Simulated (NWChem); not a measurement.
System: Si2H5SF; SMILES S([SiH2]F)[SiH3]

NWChem input:

```
start job
memory heap 200 mb stack 900 mb global 1100 mb
geometry units angstroms noautoz
  Si     0.620806    -1.745982     0.049942
  S     -0.967366    -0.424179    -0.585679
  Si    -0.290687     1.392728     0.290596
  F      1.176083     1.789765    -0.284365
  H      1.771617    -1.697680    -0.894906
  H      1.077837    -1.354509     1.416468
  H      0.040375    -3.117472     0.068679
  H     -0.142928     1.271034     1.764747
  H     -1.268464     2.437141    -0.106460
end
basis spherical
  * library pcseg-1
end
dft
  xc hfexch
  iterations 150
  mulliken
end
task dft energy
```

Excerpt of the output:

```
             Northwest Computational Chemistry Package (NWChem) 7.3.0
             --------------------------------------------------------

 C1  symmetry detected

                             Geometry "geometry" -> ""
                             -------------------------

 Output coordinates in angstroms (scale by  1.889725989 to convert to a.u.)

  No.       Tag          Charge          X              Y              Z
 ---- ---------------- ---------- -------------- -------------- --------------
    1 Si                  14.0000     0.67219903    -1.75516476     0.10223061
    2 S                   16.0000    -1.04399395    -0.50463005    -0.30312371
    3 Si                  14.0000    -0.28682582     1.36739524     0.36704129
    4 F                    9.0000     1.04561147     1.77413668    -0.46890431
    5 H                    1.0000     1.64145931    -1.72176965    -1.02863458
    6 H                    1.0000     1.34401380    -1.28939095     1.35172708
    7 H                    1.0000     0.14888340    -3.13848293     0.27775162
    8 H                    1.0000     0.11578293     1.31792288     1.79715388
    9 H                    1.0000    -1.35196453     2.36734451     0.10231345

 Effective nuclear repulsion energy (a.u.)     283.9348347565

  xc_inp: hfexch multiplicative factor not found.

                                 NWChem DFT Module
                                 -----------------

 Summary of "ao basis" -> "ao basis" (spherical)
 ------------------------------------------------------------------------------
       Tag                 Description            Shells   Functions and Types
 ---------------- ------------------------------  ------  ---------------------
 Si                         pcseg-1                  8       18   4s3p1d
 S                          pcseg-1                  8       18   4s3p1d
 F                          pcseg-1                  6       14   3s2p1d
 H                          pcseg-1                  3        5   2s1p

            General Information
            -------------------
          SCF calculation type: DFT
          Wavefunction type:  closed shell.
          No. of atoms     :     9
          No. of electrons :    58
           Alpha electrons :    29
            Beta electrons :    29
          Charge           :     0
          Spin multiplicity:     1
          Use of symmetry is: off; symmetry adaption is: off
          Maximum number of iterations: 150
          AO basis - number of functions:    93
                     number of shells:    45
          Convergence on energy requested:  1.00D-06
          Convergence on density requested:  1.00D-05
          Convergence on gradient requested:  5.00D-04

              XC Information
              --------------
                     Hartree-Fock (Exact) Exchange  1.000

      Superposition of Atomic Density Guess
      -------------------------------------

 Sum of atomic energies:       -1076.90150963

      Non-variational initial energy
      ------------------------------

 Total energy =   -1077.978867
 1-e energy   =   -2057.801936
 2-e energy   =     695.888234
 HOMO         =      -0.328543
 LUMO         =       0.031549

     ---------------------------------------------
      Total Density - Mulliken Population Analysis
     ---------------------------------------------

    Atom       Charge   Shell Charges
 -----------   ------   -------------------------------------------------------
    1 Si  14    13.45   2.00  2.00  0.92  0.38  5.99  1.79  0.26  0.11
    2 S   16    16.60   2.00  2.00  1.18  0.68  5.99  3.40  1.32  0.03
    3 Si  14    12.89   2.00  2.00  0.87  0.27  5.99  1.44  0.15  0.18
    4 F    9     9.62   2.00  0.97  0.97  3.62  2.07  0.00
    5 H    1     1.07   0.72  0.34  0.01
    6 H    1     1.08   0.72  0.35  0.01
    7 H    1     1.08   0.72  0.35  0.01
    8 H    1     1.10   0.72  0.37  0.01
    9 H    1     1.10   0.72  0.37  0.01

   convergence    iter        energy       DeltaE   RMS-Dens  Diis-err
 ---------------- ----- ----------------- --------- --------- ---------
 d= 0,ls=0.0,diis     1  -1077.6771204122 -1.36D+03  7.47D-03  4.46D-01
 d= 0,ls=0.0,diis     2  -1077.7341932760 -5.71D-02  2.24D-03  1.33D-01
 d= 0,ls=0.0,diis     3  -1077.7465812904 -1.24D-02  9.94D-04  5.02D-03
 d= 0,ls=0.0,diis     4  -1077.7476077298 -1.03D-03  2.90D-04  2.96D-04
 d= 0,ls=0.0,diis     5  -1077.7476817488 -7.40D-05  8.17D-05  1.45D-05
  Resetting Diis
 d= 0,ls=0.0,diis     6  -1077.7476873084 -5.56D-06  2.89D-05  1.22D-06
 d= 0,ls=0.0,diis     7  -1077.7476878675 -5.59D-07  5.77D-06  8.71D-08

         Total DFT energy =    -1077.747687867515
      One electron energy =    -2060.015017236969
           Coulomb energy =      776.012970968415
    Exchange-Corr. energy =      -77.680476355479
 Nuclear repulsion energy =      283.934834756518

 Numeric. integr. density =        0.000000000000

                       DFT Final Molecular Orbital Analysis
                       ------------------------------------

 Vector   27  Occ=2.000000D+00  E=-4.728277D-01
              MO Center= -4.7D-01, -2.7D-01,  3.5D-02, r^2= 5.1D+00
   Bfn.  Coefficient  Atom+Function         Bfn.  Coefficient  Atom+Function
  ----- ------------  ---------------      ----- ------------  ---------------
    27      0.420129  2 S  py                45     -0.287878  3 Si py
     9     -0.283599  1 Si py                89     -0.252684  9 H  s
    79      0.217040  7 H  s                 90     -0.195718  9 H  s
    24     -0.157872  2 S  py                26     -0.156964  2 S  px
    30      0.154004  2 S  py                80      0.153761  7 H  s

 Vector   28  Occ=2.000000D+00  E=-4.440478D-01
              MO Center= -6.7D-01, -5.1D-01, -5.5D-02, r^2= 3.3D+00
   Bfn.  Coefficient  Atom+Function         Bfn.  Coefficient  Atom+Function
  ----- ------------  ---------------      ----- ------------  ---------------
    26      0.543290  2 S  px                29      0.244139  2 S  px
     8     -0.220228  1 Si px                23     -0.202676  2 S  px
    21     -0.188119  2 S  s                 28      0.180839  2 S  pz
    74     -0.148772  6 H  s                 45     -0.147432  3 Si py
    27      0.141214  2 S  py                46     -0.140142  3 Si pz

 Vector   29  Occ=2.000000D+00  E=-3.911120D-01
              MO Center= -7.6D-01, -5.2D-01, -2.3D-01, r^2= 2.6D+00
   Bfn.  Coefficient  Atom+Function         Bfn.  Coefficient  Atom+Function
  ----- ------------  ---------------      ----- ------------  ---------------
    28      0.642506  2 S  pz                31      0.368289  2 S  pz
    25     -0.235769  2 S  pz                26     -0.197309  2 S  px
    69      0.135403  5 H  s                 70      0.128135  5 H  s
    27     -0.122787  2 S  py                29     -0.114514  2 S  px
    84     -0.090601  8 H  s                 85     -0.088524  8 H  s

 Vector   30  Occ=0.000000D+00  E= 9.935850D-02
              MO Center=  5.3D-01, -1.4D+00,  1.5D-01, r^2= 8.1D+00
   Bfn.  Coefficient  Atom+Function         Bfn.  Coefficient  Atom+Function
  ----- ------------  ---------------      ----- ------------  ---------------
    22      1.185933  2 S  s                 11      1.084288  1 Si px
    12     -0.586461  1 Si py                29      0.441186  2 S  px
    13      0.330443  1 Si pz                48      0.312696  3 Si py
    75     -0.299034  6 H  s                  4     -0.294525  1 Si s
    30     -0.258602  2 S  py                47      0.228321  3 Si px

 Vector   31  Occ=0.000000D+00  E= 1.105992D-01
              MO Center=  1.8D-01,  4.0D-01,  8.8D-02, r^2= 8.6D+00
   Bfn.  Coefficient  Atom+Function         Bfn.  Coefficient  Atom+Function
  ----- ------------  ---------------      ----- ------------  ---------------
    40     -1.073054  3 Si s                 12      1.050510  1 Si py
    48      0.669751  3 Si py                80      0.652154  7 H  s
    47      0.603260  3 Si px                49     -0.571630  3 Si pz
    85      0.537040  8 H  s                 75     -0.512130  6 H  s
    13      0.438604  1 Si pz                30      0.340888  2 S  py

 Vector   32  Occ=0.000000D+00  E= 1.287427D-01
              MO Center= -9.8D-02,  9.1D-02,  3.2D-01, r^2= 9.4D+00
   Bfn.  Coefficient  Atom+Function         Bfn.  Coefficient  Atom+Function
  ----- ------------  ---------------      ----- ------------  ---------------
     4      1.513621  1 Si s                 48      1.214090  3 Si py
    75     -0.963986  6 H  s                 12      0.890295  1 Si py
    47     -0.709481  3 Si px                90     -0.681515  9 H  s
    30      0.646302  2 S  py                49      0.515432  3 Si pz
    13      0.493755  1 Si pz                40     -0.440309  3 Si s

     ---------------------------------------------
      Total Density - Mulliken Population Analysis
     ---------------------------------------------

    Atom       Charge   Shell Charges
 -----------   ------   -------------------------------------------------------
    1 Si  14    13.28   2.00  2.00  0.89  0.29  6.00  1.96 -0.05  0.18
    2 S   16    16.55   2.00  2.00  1.12  0.77  5.99  3.32  1.30  0.05
    3 Si  14    12.85   2.00  2.00  0.86  0.10  6.00  1.68 -0.06  0.28
    4 F    9     9.54   2.00  0.94  1.01  3.43  2.15  0.01
    5 H    1     1.13   0.76  0.36  0.01
    6 H    1     1.15   0.76  0.38  0.01
    7 H    1     1.15   0.76  0.38  0.01
    8 H    1     1.17   0.77  0.39  0.01
    9 H    1     1.18   0.77  0.40  0.01

     -------------------------------------------
      Total Density - Lowdin Population Analysis
     -------------------------------------------

[...]
```

Level: Hartree-Fock/pcseg-1. Structure relaxed at the PBE0/def2-SVP level.
